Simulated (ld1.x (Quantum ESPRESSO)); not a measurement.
The numbers below are computed, except where a source is named.
**Hardness and transferability of assorted potentials**

Generated with ld1.x 7.5 (TM, RRKJ, ultrasoft, PAW), atompaw 4.2 or ONCVPSP 4.0.1. The cutoff is in Ry: for ld1.x and atompaw files where the sum of valence levels is converged to 10 mRy in a Bessel basis, for ONCV files where the hardest occupied wave has 1 mHa per electron of residual kinetic energy. The error is the largest all-electron minus pseudo excitation energy over each file’s own four to seven test configurations (ionisations up to +4, promotions, holes and added fractions of an electron), all of which were solved. The labels leave out finer settings (local radius, basis sizes, second energies), which also bear on the numbers. Spin-polarised tests are not counted. The rows are a selection from randomly drawn settings: files with unsolved tests, undetermined cutoffs or missed reference levels are left out.

A true bound ghost makes a file unfit for plane-wave use even where its test errors are small: the radial tests pick states by their node count and pass the ghost by.

```csv
element,potential,cutoff (Ry),largest error (meV),bound ghosts
Al,"ultrasoft, PBEsol, non-relativistic, rc 2.10/1.85/2.25 (spd), local smoothed, core correction yes, reference 3s2 3p0",6,+6.0,none
Co,"PAW, LDA (PZ), scalar-relativistic, rc 1.20/1.75/0.90 (spd), local smoothed, core correction yes, reference 3s2 3p6 3d7 4s2 4p0",140,-23,none
Sn,"TM, revPBE, scalar-relativistic, rc 1.75/2.60/1.00/2.50 (spdf), local smoothed, core correction no, reference 4d10 5s2 5p2",110,+108,"s, p"
I,"TM, LDA (PZ), fully relativistic, rc 1.60/1.90/1.40 (spd), local s, core correction yes, reference 4d10 5s2 5p5",110,-497,none
Ta,"TM, PBE, scalar-relativistic, rc 2.20/3.55/2.30 (spd), local s, core correction yes, reference 5d3 6s1 6p1",30,-735,none
```

Task: Fill in the row for As: TM, PBE, scalar-relativistic, rc 1.25/1.50 (sp), local s, core correction yes, reference 4s2 4p1.

Result: cutoff 70 Ry, largest error -175 meV, bound ghosts: p.
